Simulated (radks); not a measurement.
Results of a calculation; reference values are marked as such.
All-electron atom: the nickel ion Ni3+ in [Ar] 3d7. Code: a radial shooting solver on a logarithmic mesh with Libxc functionals. Model: scalar-relativistic Kohn-Sham, RPBE, spin-unpolarised, spherical densities, finite nucleus; Fermi nuclear charge, rms radius 3.7757 fm.

Normalised radial functions P(r) = r R(r), r in bohr:

```
   r/bohr * 1s, o 2p, + 4p (the largest magnitude, 3.81, reaches the edge; | marks zero, & curves that meet)
 0.002666                             &    *
 0.003977                             &       *
 0.005934                             &          *
 0.008852                             &              *
  0.01321                             +o                 *
   0.0197                             +o                      *
  0.02939                             +  o                       *
  0.04384                             |+   o                     *
  0.06541                             |+      o             *
  0.09758                             |+          o*
   0.1456                             |+   *         o
   0.2172                             |&            o
    0.324                            +*        o
   0.4833                           + *   o
    0.721                           + *o
    1.076                             &+
    1.605                             &   +
    2.394                             &    +
    3.571                             &  +
    5.327                             &+
    7.948                             &
```

1s: eigenvalue -8253.4 eV, 0 radial nodes, <r> = 0.0541 bohr, 90 % of the charge inside 0.0966 bohr. 2p: eigenvalue -884.93 eV, 0 radial nodes, <r> = 0.215 bohr, 90 % of the charge inside 0.352 bohr. 4p (empty): eigenvalue -25.576 eV, 2 radial nodes at r = 0.264, 0.960 bohr, <r> = 2.46 bohr, 90 % of the charge inside 3.59 bohr.
